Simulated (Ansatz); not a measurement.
Input file for Ansatz (a quantum-chemistry and plane-wave program): R-MP2/def2-TZVPPD on H2Zn (SMILES [ZnH2]), atoms moved off the minimum. Files ending in .json are basis or fitting sets from the Basis Set Exchange.

Ansatz 0.2 input:
```yaml
crystal:
  periodic: [false, false, false]
  atoms:
    - {symbol: Zn, position_ang: [0.01141807, 0.02840947, 0.00271311]}
    - {symbol: H, position_ang: [0.09528743, 0.07870687, 1.59851215]}
    - {symbol: H, position_ang: [-0.07028059, -0.00427956, -1.59165791]}
basis:
  gaussian:
    orbitals: def2-TZVPPD.json
magnetization: {spin_polarized: false}
correlation: {method: mp2, electrons: outside_noble_gas}
scf: {lower_state_search: off}
output: {forces: true}
```

### Question
What total energy does the run end on?

### Answer
-1779.4553 hartree.
